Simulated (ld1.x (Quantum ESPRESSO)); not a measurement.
Which change was made? (Ba, TM)

| Item | Value |
| --- | --- |
| Element | barium |
| Generator | ld1.x (Quantum ESPRESSO) 7.5 |
| Type | norm-conserving Troullier–Martins (Kleinman–Bylander form) |
| Functional | LDA (PZ) |
| Relativity | scalar-relativistic |
| Frozen core | [Xe] |
| Valence charge | 2 |
| Reference configuration | 5d0 6s1 6p0 (charge +1) |
| Partial waves | 6p (bound, empty): rc 3.70 bohr; 5d (bound, empty): rc 4.05 bohr; 6s (bound): rc 2.85 bohr |
| Local potential | the s channel |
| Core correction | none |

Cutoffs, loose and tight: the cutoffs (Ry, on a coarse ladder) from which the occupation-weighted sum of valence levels, in a spherical-Bessel basis at the reference potential, stays within 10 and 1 mRy of its value at 400 Ry. They do not see the model core or the augmentation charge, which bear on the density cutoff. Test errors are all-electron minus pseudo excitation energies from the reference, over the configurations 5d0 6s2 6p0; 5d0 6s1.5 6p0; 5d0 6s1 6p1; 5d0 6s0 6p2; 5d0.5 6s1.5 6p0; 5d0 6s0 6p1; 5d1 6s0 6p0 (two spin-polarised tests are not counted in the largest error); variants that change the core or the reference have their own tests.

The base gives: outcome: generated; cutoff, loose: 8 Ry; cutoff, tight: 25 Ry; bound ghosts: p, s (extra level of the local part); largest test error (meV): +521.

(1) After one change the result is: outcome: generated; cutoff, loose: 6 Ry; cutoff, tight: 6 Ry; bound ghosts: p; largest test error (meV): +359. Which change was it?
A. wave 6p (bound): rc 3.70 bohr becomes 6p (bound): rc 4.40 bohr
B. wave 6s (bound): rc 2.85 bohr becomes 6s (bound): rc 4.08 bohr
C. reference 5d0 6s2 6p0
D. local potential the p channel
E. all radii scaled by about 1.35 (s 3.84, p 4.98, d 5.44 bohr)

Results:

(1) B. The others give: wave 6p (bound): rc 3.70 bohr becomes 6p (bound): rc 4.40 bohr → outcome: generated; cutoff, loose: 8 Ry; cutoff, tight: 25 Ry; bound ghosts: s (extra level of the local part); largest test error (meV): +521 | local potential the p channel → outcome: generated; cutoff, loose: 8 Ry; cutoff, tight: 25 Ry; bound ghosts: s; largest test error (meV): +518 | all radii scaled by about 1.35 (s 3.84, p 4.98, d 5.44 bohr) → outcome: generated; cutoff, loose: 6 Ry; cutoff, tight: 6 Ry; bound ghosts: none; largest test error (meV): +327 | reference 5d0 6s2 6p0 → outcome: generated; cutoff, loose: 8 Ry; cutoff, tight: 30 Ry; bound ghosts: p; largest test error (meV): +484.
